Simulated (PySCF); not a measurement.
C5H7FO2.
Atom-mapped SMILES: `[CH3:1][O:2][C@@H:3]1[CH2:4][O:5][CH:6]=[C:7]1[F:8]` (hydrogens: H9, H10, H11 on C1; H12 on C3; H13, H14 on C4; H15 on C6)

A GFN2-xTB structure was refined with PBE0-D3(BJ)/def2-SVP geometry optimisation, gas phase (PySCF 2.14.0). Its GFN2-xTB values:

```csv
coordinate,GFN2-xTB
C1–O2,1.424 Å
C1–H9,1.122 Å
C1–H11,1.082 Å
O2–C3,1.415 Å
C3–C4,1.493 Å
C3–C7,1.500 Å
C3–H12,1.130 Å
C4–O5,1.452 Å
C4–H13,1.095 Å
C4–H14,1.107 Å
O5–C6,1.363 Å
C6=C7,1.341 Å
C6–H15,1.062 Å
C7–F8,1.354 Å
C1–O2–C3,115.1°
O2–C3–C4,108.4°
O2–C3–C7,114.9°
C3–C7–F8,123.8°
C4–C3–C7,101.5°
C4–O5–C6,107.1°
O5–C6–C7,112.9°
C6–C7–F8,126.3°
O2–C3–C4–O5,-117°
O2–C3–C7–C6,113°
C3–C4–O5–C6,-4°
C4–O5–C6–C7,1°
```

Task: How do these coordinates change at the PBE0-D3(BJ)/def2-SVP level?

Result: 
```json
{"coordinate": "C3–C4", "PBE0-D3(BJ)/def2-SVP (Å or °)": "1.530", "change": "+0.037"}
{"coordinate": "C6–H15", "PBE0-D3(BJ)/def2-SVP (Å or °)": "1.090", "change": "+0.028"}
{"coordinate": "C1–H11", "PBE0-D3(BJ)/def2-SVP (Å or °)": "1.108", "change": "+0.026"}
{"coordinate": "C1–O2", "PBE0-D3(BJ)/def2-SVP (Å or °)": "1.399", "change": "-0.025"}
{"coordinate": "C7–F8", "PBE0-D3(BJ)/def2-SVP (Å or °)": "1.331", "change": "-0.023"}
{"coordinate": "C4–O5", "PBE0-D3(BJ)/def2-SVP (Å or °)": "1.430", "change": "-0.022"}
{"coordinate": "C3–H12", "PBE0-D3(BJ)/def2-SVP (Å or °)": "1.109", "change": "-0.021"}
{"coordinate": "C1–H9", "PBE0-D3(BJ)/def2-SVP (Å or °)": "1.105", "change": "-0.017"}
{"coordinate": "O5–C6", "PBE0-D3(BJ)/def2-SVP (Å or °)": "1.351", "change": "-0.012"}
{"coordinate": "O2–C3", "PBE0-D3(BJ)/def2-SVP (Å or °)": "1.406", "change": "-0.009"}
{"coordinate": "C4–H14", "PBE0-D3(BJ)/def2-SVP (Å or °)": "1.102", "change": "-0.005"}
{"coordinate": "C6=C7", "PBE0-D3(BJ)/def2-SVP (Å or °)": "1.337", "change": "-0.004"}
{"coordinate": "C4–H13", "PBE0-D3(BJ)/def2-SVP (Å or °)": "1.098", "change": "+0.003"}
{"coordinate": "C3–C7", "PBE0-D3(BJ)/def2-SVP (Å or °)": "1.499", "change": "-0.001"}
{"coordinate": "C4–C3–C7", "PBE0-D3(BJ)/def2-SVP (Å or °)": "99.0", "change": "-2.5"}
{"coordinate": "O2–C3–C4", "PBE0-D3(BJ)/def2-SVP (Å or °)": "109.4", "change": "+1.0"}
{"coordinate": "C3–C7–F8", "PBE0-D3(BJ)/def2-SVP (Å or °)": "122.9", "change": "-0.9"}
{"coordinate": "C1–O2–C3", "PBE0-D3(BJ)/def2-SVP (Å or °)": "114.4", "change": "-0.7"}
{"coordinate": "O2–C3–C7", "PBE0-D3(BJ)/def2-SVP (Å or °)": "114.2", "change": "-0.7"}
{"coordinate": "O5–C6–C7", "PBE0-D3(BJ)/def2-SVP (Å or °)": "113.4", "change": "+0.5"}
{"coordinate": "C6–C7–F8", "PBE0-D3(BJ)/def2-SVP (Å or °)": "126.8", "change": "+0.5"}
{"coordinate": "C4–O5–C6", "PBE0-D3(BJ)/def2-SVP (Å or °)": "106.8", "change": "-0.3"}
{"coordinate": "O2–C3–C4–O5", "PBE0-D3(BJ)/def2-SVP (Å or °)": "-104", "change": "+13"}
{"coordinate": "C3–C4–O5–C6", "PBE0-D3(BJ)/def2-SVP (Å or °)": "-14", "change": "-10"}
{"coordinate": "O2–C3–C7–C6", "PBE0-D3(BJ)/def2-SVP (Å or °)": "104", "change": "-9"}
{"coordinate": "C4–O5–C6–C7", "PBE0-D3(BJ)/def2-SVP (Å or °)": "6", "change": "+5"}
```

The energy falls by 3.8 kcal/mol over 12 energy and gradient evaluations, the largest force component goes from 0.0418 to 4.0e-04 Eh/bohr, and the atoms move by 0.123 Å rms after alignment. The bond that changes most is C3–C4 (both ends sp3 carbon bound to oxygen), which lengthens by 0.037 Å. Bonds longer at the end by more than 0.005 Å: 4 of 15; shorter: 8. Among the dihedrals that turn most is O2–C3–C4–H13, from -1° to 15°. Rotational constants go from 3061, 1919, 1271 to 3039, 1964, 1317 MHz.

The run used 147 basis functions and 84 SCF cycles in all. The run took 1.8 min of wall time on Arm Neoverse V1, one thread, shared host with 32 logical CPUs at a one-minute load of 25, and the process peaked at 0.59 GiB of memory.

PBE0-D3(BJ)/def2-SVP frequencies: not computed here. The numbers are those of one conformer.
